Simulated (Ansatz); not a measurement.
Molecule: C₃Si, charge 0, multiplicity 1. 
Structure (B3LYP-D3(BJ)/def2-TZVP (Ansatz, a quantum-chemistry and plane-wave program) minimum search):
SMILES: [C]1[c+]2[si-2][c+]21
```xyz
4

Si    -1.1780     0.0195     0.0025
C      0.5192     0.7250     0.0011
C      0.4949    -0.7417    -0.0032
C      1.7345    -0.0287    -0.0036
```

Property: atomisation energy (electronic, to ground-state atoms), in kJ/mol. Cores are frozen in the correlated levels unless marked. UHF or UKS for open shells. Spin-orbit coupling is left out. Non-relativistic. The coupled-cluster limit lacks core correlation, which all-electron functionals hold. Basis-set limits of correlation are two-point, X^-3; Hartree-Fock from the larger set.

```csv
level,program,atomisation energy (kJ/mol)
HF/aug-cc-pV(T+d)Z,Ansatz,1106.8
```

Question: Predict the CCSD(T)/CBS(cc-pV(T+d)Z,cc-pV(Q+d)Z) result (Ansatz).

Answer: 1744.8 kJ/mol
